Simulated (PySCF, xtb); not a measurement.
WO₂F, SMILES [O]=[W+](=[O])[F], charge +1, multiplicity 1.

Harmonic wavenumbers (cm⁻¹) from GFN2-xTB in xtb at its own minimum, in rising order: 157, 198, 219, 426, 661, 690.

Question: What does PBE0-D3(BJ)/def2-TZVP (PySCF) give at its own minimum? (The exact figures need the calculation; the answer reports its results.)

Answer: 252, 271, 399, 778, 1069, 1122. Paired by order, the mean absolute difference is 257 cm⁻¹ and the zero-point energies are 3.4 and 5.6 kcal/mol.
